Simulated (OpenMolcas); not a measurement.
## Ni6+: the spin-orbit constant, worked from levels

```json
{"Program": "OpenMolcas", "Basis": "ANO-R2 [6s5p4d2f1g]", "Scalar Hamiltonian": "X2C, finite nucleus", "Active space": "4 electrons in 5 orbitals (3d)", "State averaging": "2S+1 = 5 even, 5 roots; 2S+1 = 3 even, 45 roots (30 in the spin-orbit step); 2S+1 = 1 even, 50 roots (13 in the spin-orbit step)", "Spin-orbit coupling": "state interaction with AMFI integrals over the reference wave functions, term energies averaged over their components"}
```

Methods: CASSCF; SS-CASPT2, IPEA 0.25 Eh, imaginary shift 0.1 Eh (closed shells correlated: 3s 3p). Measured levels: Corliss and Sugar, J. Phys. Chem. Ref. Data 10, 197 (1981).

**The spin-orbit constant.** For the Hund term 5D of d4, E(J) = (A/2) J(J+1) + constant and ζ = 2S·A = 4A. From J = 0 to J = 4 the energy changes by 10 A.

```tsv
Source	E(4) - E(0)	A	ζ
CASSCF	2486.0	248.6	994
SS-CASPT2	2495.7	249.6	998
measured	2392.0	239.2	957
```

All in cm-1. SS-CASPT2 is off by +4.3 % and CASSCF by +3.9 %. Both methods take the spin-orbit matrix elements from the reference wave functions, so the second can move ζ only through the term energies and any multistate remixing. Second-order mixing with other terms is absorbed into this ζ.

CASPT2 breaks the degeneracy within a term, and the mean is taken; among the terms shown or strongly mixed into the levels shown the widest spread is 25 cm-1 (3d4 5D, SS-CASPT2). Some high roots are left out of the spin-orbit mixing, which shifts the levels that they would mix with. Without dynamic correlation excited terms often stand tens of per cent too high (terms of higher spin than the ground term too low), and those without a measured partner can miss by more than the paired ones (holds for CASSCF). Measured partners are found by configuration, term and J. A level has none where our copy of the source lacks it or the pairing is in doubt (some pairs that miss far off the trend of their configuration count as doubtful), and it then counts in no deviation. Levels of configurations outside the active space are missing.
